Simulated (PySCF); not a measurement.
**Shapes and spin states of RuCl₂**

Method: PBE0 in PySCF with Ru def2-TZVP with ECP28, Cl def2-TZVP; scalar-relativistic core potentials, no spin–orbit coupling; density-fitted integrals.

Relaxations began from a few typed shapes and spin states; open shells are unrestricted. The search is not exhaustive: other isomers or separated fragments can lie lower, and high-lying points may rest on an excited occupation.

(1) Which is the lowest minimum found?
A. broken-symmetry Ms = 1 (⟨S²⟩ 3.01) D∞h: Ru–Cl 2.217 Å (×2); Cl–Ru–Cl 180.0°
B. singlet (closed shell, unstable to spin polarisation) D∞h: Ru–Cl 2.204 Å (×2); Cl–Ru–Cl 180.0°
C. broken-symmetry Ms = 0 (⟨S²⟩ 1.01) C2v: Ru–Cl 2.189 Å (×2); Cl–Ru–Cl 116.9°
D. quintet D∞h: Ru–Cl 2.230 Å (×2); Cl–Ru–Cl 180.0°
E. singlet (closed shell, unstable to spin polarisation) C2v: Ru–Cl 2.187 Å (×2); Cl–Ru–Cl 130.7°

## Answers

(1) D. The others lie at 87.3 (broken-symmetry Ms = 1 D∞h), 147.3 (broken-symmetry Ms = 0 C2v), 219.5 (singlet C2v), 236.0 (singlet D∞h, a saddle point) kJ/mol above it.

Formally Ru is in oxidation state +2, d6, with 4 unpaired electrons (the high-spin count). The Mulliken spin on Ru is 3.57. The polar-tensor charge on Ru, 1.24, is below the formal one.

For the lowest minimum: with open d or f shells other occupations or spin states may lie lower.

The electron or spin density has lower symmetry than the nuclear frame for the broken-symmetry Ms = 1 (⟨S²⟩ 3.01) D∞h at 87.3 kJ/mol, broken-symmetry Ms = 0 (⟨S²⟩ 1.01) C2v at 147.3 kJ/mol, singlet (closed shell, unstable to spin polarisation) D∞h at 236.0 kJ/mol.
